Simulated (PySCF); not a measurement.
PySCF input file for W(OH)3(H)3 (H₆O₃W), SMILES [OH][WH3]([OH])[OH], multiplicity 1, PBE-D3(BJ)/def2-SVP. The structure is a stationary point at PBE-D3(BJ)/def2-SVP. The multiplicity is an assumed one; no other spin state was optimised. The structure was generated by enumeration; whether it is a known compound was not checked. The def2 effective core potentials stand for the cores of W; spin–orbit coupling is left out. Other conformers were not sampled.

```python
import numpy as np
from pyscf import gto, scf, dft, df
from pyscf.hessian import thermo

mol = gto.M(
    atom='''
    W     0.00000000   -0.00000000    0.07112249
    O    -1.59388470   -0.92022976   -0.41599909
    H    -2.27467431   -1.31328384    0.15870950
    O    -0.00000001    1.84045952   -0.41599908
    H    -0.00000001    2.62656765    0.15870949
    O     1.59388470   -0.92022975   -0.41599909
    H     2.27467431   -1.31328382    0.15870950
    H     0.00000000   -1.03877218    1.41492847
    H    -0.89960310    0.51938610    1.41492847
    H     0.89960310    0.51938610    1.41492847
    ''',
    basis='def2-SVP',
    ecp={'W': 'def2-svp'},
    charge=0,
    spin=0,
    max_memory=1600,
    verbose=3,
)
mf = dft.RKS(mol, xc='pbe').density_fit(auxbasis='def2-universal-jkfit')
mf.disp = 'd3bj'
mf.grids.level = 3
mf.conv_tol = 1e-11
mf.max_cycle = 100
mf.kernel()

# [left out here: the lines that compute and print the analytic Hessian (its translational invariance restored by hand, since the grid's response is missing), thermochemistry and intensities]
```

Program output:

```
converged SCF energy = -296.07345315553

WARN: DFTD3 does not support analytical Hessian, using finite difference


WARN: Mole.unit (angstrom) is changed to Bohr

Mode                                 0                   1                   2
Irrep
Freq [cm^-1]                      176.5703            176.5992            233.9576
Reduced mass [au]                   4.3806              4.3800              4.6294
Force const [Dyne/A]                0.0805              0.0805              0.1493
Char temp [K]                     254.0453            254.0870            336.6130
Normal mode                   x     y     z       x     y     z       x     y     z
       0   W                 0.02  0.00 -0.00    0.00 -0.02  0.00   -0.00 -0.00 -0.03
       1   O                -0.02  0.09 -0.03   -0.09  0.12  0.01   -0.04 -0.02  0.11
       2   H                -0.07  0.16 -0.04   -0.16  0.25  0.02    0.04  0.02  0.23
       3   O                -0.17  0.00  0.00   -0.00 -0.04 -0.03    0.00  0.05  0.11
       4   H                -0.34  0.00  0.00   -0.00 -0.03 -0.04    0.00 -0.05  0.23
       5   O                -0.02 -0.09  0.03    0.09  0.12  0.01    0.04 -0.02  0.11
       6   H                -0.07 -0.16  0.04    0.16  0.25  0.02   -0.04  0.02  0.23
       7   H                -0.01  0.00 -0.00   -0.00 -0.00  0.02    0.00  0.01 -0.04
       8   H                -0.00 -0.00 -0.02    0.00  0.01 -0.01    0.01 -0.01 -0.04
       9   H                -0.00  0.00  0.02   -0.00  0.01 -0.01   -0.01 -0.01 -0.04
Mode                                 3                   4                   5
Irrep
Freq [cm^-1]                      314.6850            472.9815            473.0483
Reduced mass [au]                   1.0227              1.1430              1.1430
Force const [Dyne/A]                0.0597              0.1507              0.1507
Char temp [K]                     452.7617            680.5151            680.6112
Normal mode                   x     y     z       x     y     z       x     y     z
       0   W                -0.00 -0.00  0.00    0.00 -0.00 -0.00   -0.00 -0.00 -0.00
       1   O                 0.01 -0.02  0.00    0.04 -0.05 -0.01    0.00  0.04 -0.01
       2   H                -0.19  0.32 -0.00   -0.33  0.40 -0.14    0.00 -0.32 -0.25
       3   O                -0.02 -0.00 -0.00    0.00  0.02  0.01   -0.07  0.00  0.00
       4   H                 0.37  0.00 -0.00   -0.02 -0.18  0.29    0.58 -0.01  0.01
       5   O                 0.01  0.02 -0.00   -0.04 -0.04 -0.01    0.00 -0.04  0.01
       6   H                -0.19 -0.32  0.00    0.33  0.38 -0.15    0.02  0.34  0.25
       7   H                 0.43 -0.00 -0.00   -0.01  0.25  0.17    0.18  0.01  0.00
       8   H                -0.22 -0.38  0.00   -0.04  0.20 -0.09    0.23 -0.02  0.14
       9   H                -0.22  0.38 -0.00    0.02  0.20 -0.08    0.24  0.04 -0.15
Mode                                 6                   7                   8
Irrep
Freq [cm^-1]                      600.2772            609.2989            609.3647
Reduced mass [au]                   1.1283              1.0788              1.0788
Force const [Dyne/A]                0.2395              0.2360              0.2360
Char temp [K]                     863.6653            876.6454            876.7402
Normal mode                   x     y     z       x     y     z       x     y     z
       0   W                -0.00  0.00  0.00   -0.00 -0.00 -0.00    0.00 -0.00  0.00
       1   O                 0.02 -0.04  0.00    0.01 -0.02  0.02   -0.02  0.04  0.01
       2   H                -0.20  0.34 -0.00   -0.34  0.05 -0.34    0.06 -0.41 -0.19
       3   O                -0.05  0.00  0.00    0.05 -0.00 -0.00   -0.00 -0.01 -0.02
       4   H                 0.39  0.00 -0.00   -0.44 -0.00  0.01    0.01 -0.30  0.39
       5   O                 0.02  0.04 -0.00    0.01  0.02 -0.02    0.02  0.04  0.01
       6   H                -0.20 -0.34  0.00   -0.34 -0.06  0.34   -0.05 -0.40 -0.20
       7   H                -0.37 -0.00 -0.00    0.26  0.00  0.00   -0.00  0.27  0.19
       8   H                 0.19  0.32  0.00    0.26 -0.00  0.17   -0.01  0.26 -0.10
       9   H                 0.19 -0.32 -0.00    0.26  0.01 -0.17   -0.00  0.26 -0.09
Mode                                 9                  10                  11
Irrep
Freq [cm^-1]                      673.8249            673.8480            689.7312
Reduced mass [au]                   7.8374              7.8389             11.5057
Force const [Dyne/A]                2.0966              2.0971              3.2249
Char temp [K]                     969.4840            969.5172            992.3696
Normal mode                   x     y     z       x     y     z       x     y     z
       0   W                -0.02 -0.00 -0.00   -0.00  0.02  0.00    0.00 -0.00 -0.01
       1   O                 0.13  0.07  0.06   -0.07 -0.05 -0.03    0.11  0.07  0.05
       2   H                 0.02  0.02 -0.11   -0.02  0.01  0.06    0.05  0.03 -0.05
       3   O                 0.01  0.00 -0.00    0.00 -0.17  0.07   -0.00 -0.13  0.05
       4   H                -0.03  0.00  0.00   -0.00 -0.03 -0.13    0.00 -0.06 -0.05
       5   O                 0.13 -0.07 -0.06    0.07 -0.05 -0.04   -0.11  0.07  0.05
       6   H                 0.01 -0.02  0.11    0.02  0.01  0.07   -0.05  0.03 -0.05
       7   H                -0.12 -0.00 -0.00   -0.00  0.11  0.08   -0.00 -0.04 -0.03
       8   H                -0.11 -0.01 -0.07    0.00  0.12 -0.04   -0.04  0.02 -0.03
       9   H                -0.11  0.00  0.07   -0.01  0.12 -0.04    0.04  0.02 -0.03
Mode                                12                  13                  14
Irrep
Freq [cm^-1]                      731.8726            843.0610            843.0666
Reduced mass [au]                   1.1644              1.2343              1.2343
Force const [Dyne/A]                0.3675              0.5169              0.5169
Char temp [K]                    1053.0018           1212.9771           1212.9851
Normal mode                   x     y     z       x     y     z       x     y     z
       0   W                -0.00  0.00 -0.01    0.02 -0.00  0.00   -0.00 -0.02 -0.00
       1   O                -0.02 -0.01  0.05   -0.04 -0.01  0.04    0.03  0.02 -0.04
       2   H                -0.30 -0.17 -0.40   -0.21 -0.17 -0.27    0.22  0.06  0.23
       3   O                 0.00  0.02  0.05   -0.01  0.01  0.01    0.00  0.05  0.05
       4   H                -0.00  0.35 -0.40    0.07  0.06 -0.06   -0.01  0.35 -0.35
       5   O                 0.02 -0.01  0.05   -0.05  0.02 -0.05   -0.01  0.02 -0.02
       6   H                 0.30 -0.17 -0.40   -0.27  0.19  0.34   -0.14  0.00  0.12
       7   H                 0.00 -0.01 -0.03   -0.33  0.06  0.04    0.06  0.32  0.24
       8   H                -0.01  0.00 -0.03   -0.32  0.05 -0.23    0.06  0.33 -0.08
       9   H                 0.01  0.00 -0.03   -0.32  0.06  0.18    0.05  0.33 -0.15
Mode                                15                  16                  17
Irrep
Freq [cm^-1]                     1035.8589           1035.9956           1042.6159
Reduced mass [au]                   1.0090              1.0090              1.0195
Force const [Dyne/A]                0.6379              0.6381              0.6530
Char temp [K]                    1490.3703           1490.5670           1500.0922
Normal mode                   x     y     z       x     y     z       x     y     z
       0   W                 0.00 -0.00 -0.00   -0.00 -0.00  0.00   -0.00  0.00 -0.01
       1   O                 0.00 -0.00  0.00    0.00  0.00  0.00    0.01  0.01  0.00
       2   H                -0.02  0.02 -0.01   -0.00 -0.02 -0.02   -0.01 -0.00 -0.02
       3   O                 0.00  0.00 -0.00   -0.00  0.00 -0.00   -0.00 -0.01  0.00
       4   H                -0.00 -0.02  0.03    0.03 -0.00  0.00    0.00  0.01 -0.02
       5   O                -0.00 -0.00  0.00    0.00 -0.00 -0.00   -0.01  0.01  0.00
       6   H                 0.02  0.02 -0.01   -0.00  0.02  0.02    0.01 -0.00 -0.02
       7   H                -0.00 -0.42 -0.26    0.64 -0.00 -0.00    0.00  0.48  0.31
       8   H                 0.46  0.37  0.14   -0.16  0.46 -0.23    0.41 -0.24  0.31
       9   H                -0.46  0.37  0.14   -0.16 -0.46  0.23   -0.41 -0.24  0.31
Mode                                18                  19                  20
Irrep
Freq [cm^-1]                     1972.4180           1972.4487           2006.0801
Reduced mass [au]                   1.0108              1.0108              1.0226
Force const [Dyne/A]                2.3169              2.3170              2.4247
Char temp [K]                    2837.8703           2837.9146           2886.3026
Normal mode                   x     y     z       x     y     z       x     y     z
       0   W                 0.00  0.00  0.00    0.00 -0.00 -0.00    0.00  0.00 -0.01
       1   O                 0.00  0.00 -0.00   -0.00  0.00  0.00   -0.00 -0.00  0.00
       2   H                 0.00 -0.00 -0.01    0.00 -0.00  0.00   -0.01 -0.01 -0.01
       3   O                -0.00  0.00  0.00   -0.00 -0.00 -0.00   -0.00  0.00  0.00
       4   H                 0.00  0.00  0.00    0.00 -0.00 -0.01   -0.00  0.01 -0.01
       5   O                 0.00 -0.00  0.00    0.00  0.00  0.00    0.00 -0.00  0.00
       6   H                 0.00  0.00  0.01   -0.00 -0.00  0.00    0.01 -0.01 -0.01
       7   H                -0.02 -0.00  0.00   -0.00  0.45 -0.67   -0.00 -0.31  0.48
       8   H                -0.35  0.19  0.58   -0.19  0.13  0.34   -0.27  0.16  0.48
       9   H                -0.35 -0.19 -0.58    0.19  0.13  0.34    0.27  0.16  0.48
Mode                                21                  22                  23
Irrep
Freq [cm^-1]                     3745.2567           3745.2936           3751.1048
Reduced mass [au]                   1.0674              1.0674              1.0682
Force const [Dyne/A]                8.8214              8.8215              8.8554
Char temp [K]                    5388.5905           5388.6437           5397.0047
Normal mode                   x     y     z       x     y     z       x     y     z
       0   W                -0.00 -0.00  0.00   -0.00  0.00 -0.00    0.00 -0.00  0.00
       1   O                 0.03  0.02 -0.03   -0.02 -0.01  0.01   -0.03 -0.01  0.02
       2   H                -0.50 -0.29  0.42    0.24  0.14 -0.20    0.39  0.23 -0.33
       3   O                 0.00  0.00  0.00    0.00 -0.04 -0.03    0.00  0.03  0.02
       4   H                -0.00 -0.05 -0.04   -0.00  0.64  0.46    0.00 -0.45 -0.33
       5   O                 0.03 -0.02  0.02    0.02 -0.01  0.02    0.03 -0.01  0.02
       6   H                -0.46  0.26 -0.38   -0.31  0.18 -0.26   -0.39  0.23 -0.33
       7   H                -0.00 -0.00 -0.00   -0.00  0.00  0.00    0.00 -0.00  0.00
       8   H                -0.00  0.00 -0.00   -0.00  0.00 -0.00   -0.00  0.00  0.00
       9   H                -0.00 -0.00  0.00    0.00  0.00 -0.00    0.00  0.00  0.00
temperature 298.1500 [K]
pressure 101325.00 [Pa]
Rotational constants [GHz] 4.64931 4.64931 2.70683
Symmetry number 3
Zero-point energy (ZPE) 0.06477 [Eh]   170044.733 [J/mol]
                           tot       elec      trans        rot        vib
Entropy [J/mol/K]       329.612      0.000    176.988    100.111     52.513
Cv [J/mol/K]            102.120      0.000     12.472     12.472     77.176
Cp [J/mol/K]            110.434      0.000     20.786     12.472     77.176
Internal energy [J/mol]                      3718.434   3718.434 179924.528
Internal energy [Eh]   -296.00209  -296.07345
Enthalpy [J/mol]                             6197.391   3718.434 179924.528
Enthalpy [Eh]          -296.00115
Gibbs free energy [J/mol]                  -46571.658 -26129.702 164267.923
Gibbs free energy [Eh] -296.03858
mode   freq/cm-1   IR/(km/mol)
   1      176.57         4.416
   2      176.60         4.411
   3      233.96        17.533
   4      314.69         0.000
   5      472.98         0.030
   6      473.05         0.030
   7      600.28         0.003
   8      609.30       227.460
   9      609.36       227.295
  10      673.82       181.423
  11      673.85       181.502
  12      689.73        59.390
  13      731.87        87.542
  14      843.06         0.088
  15      843.07         0.086
  16     1035.86        19.857
  17     1036.00        19.862
  18     1042.62        25.979
  19     1972.42       115.749
  20     1972.45       115.757
  21     2006.08       115.057
  22     3745.26       198.292
  23     3745.29       198.624
  24     3751.10        50.951
max |gradient| / (hartree/bohr): 5.474334740827072e-05
APT charges: [ 1.5135 -0.6787  0.3056 -0.6787  0.3057 -0.6787  0.3056 -0.1315 -0.1315
 -0.1315]
```

Self-consistency was reached.
